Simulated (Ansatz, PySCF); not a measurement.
Another site gives an ion 69343.87 eV lower (`O[SiH2]Br`) at the level CAM-B3LYP-D3(BJ)/def2-TZVPD (PySCF).

A geometry relaxed with CAM-B3LYP-D3(BJ)/def2-TZVPD run with Ansatz (a program for electronic structure), charge 0, multiplicity 1:

```xyz
8

O     -1.7470     0.5125    -0.2308
H      2.3170    -0.3361    -0.0870
B      1.3408     0.3420     0.0065
H     -0.5662    -1.4112    -1.2721
H     -0.5850    -1.3619     1.1267
H     -1.8047     1.2679     0.3563
H      1.5075     1.5068     0.1971
Si    -0.4625    -0.5200    -0.0966
```

Question: Write the SMILES of this molecule.

Answer: `B[SiH2]O`
